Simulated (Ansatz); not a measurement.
Molecule: CH7Si2, net charge 0, doublet state. It need not be the lowest isomer of its formula. 
Structure (B3LYP-D3(BJ)/def2-TZVP (Ansatz, a quantum-chemistry and plane-wave program) minimum search):
SMILES: C[SiH][SiH3]
```xyz
10

C     -2.0517    -0.2524     0.1886
Si    -0.4879     0.7121    -0.2432
Si     1.4933    -0.4883     0.0474
H     -2.0820    -0.4757     1.2587
H     -2.9448     0.3228    -0.0606
H     -2.0900    -1.1966    -0.3563
H     -0.4643     2.0140     0.4801
H      2.6492     0.3457    -0.3618
H      1.7089    -0.9257     1.4534
H      1.4571    -1.7036    -0.8036
```
Charge 0, spin multiplicity 2.

Parts of the frozen-core correlation energy in cc-pVTZ (Ansatz, hartree). Frozen orbitals: 11; correlated occupied orbitals by spin: 10 and 9; virtual: 175 and 176. Open shells are spin-unrestricted. No spin-orbit coupling. No relativistic terms.

```csv
term,value
reference (HF),-619.81387
MP2 opposite-spin,___
MP2 same-spin,___
CCSD correlation,___
(T),-0.01684
T1 diagnostic,0.013
largest doubles amplitude,0.019
<S^2> of the reference,0.759
```

Complete the blanks.


- MP2 opposite-spin, value: -0.33975
- MP2 same-spin, value: -0.07467
- CCSD correlation, value: -0.47019
